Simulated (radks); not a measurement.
Results of a calculation; reference values are marked as such.
The mean radii <r> (bohr) of the occupied orbitals of an atom or ion are listed with their occupations. Code: a radial shooting solver on a logarithmic mesh with Libxc functionals. Model: scalar-relativistic Kohn-Sham, r2SCAN, spin-polarised, spherical densities, finite nucleus; meta-GGA in the generalised Kohn-Sham scheme; Fermi nuclear charge, rms radius of each element as measured or else 0.836 A^(1/3) + 0.57 fm.

orbital  occ.      <r>
1s down     1  0.05620
1s up       1  0.05620
2s up       1   0.2551
2s down     1   0.2548
2p up       3   0.2250
2p down     3   0.2246
3s up       1   0.7730
3s down     1   0.7761
3p up       3   0.8148
3p down     3   0.8199
3d up       5   0.9988
3d down     2    1.046

Name the element and its charge. Open shells, if any, are filled with parallel spins first.

Answer. Z = 27, cobalt, charge +2: Co2+ in [Ar] 3d7. The 1s radius gives Z: for a bare nucleus <r> = (2 gamma + 1)/(2Z) with gamma = sqrt(1 - (Z/c)^2), 0.05483 bohr for Z = 27, and screening makes it slightly larger (0.05620 here). The occupations add up to 25, and the charge is Z minus that.
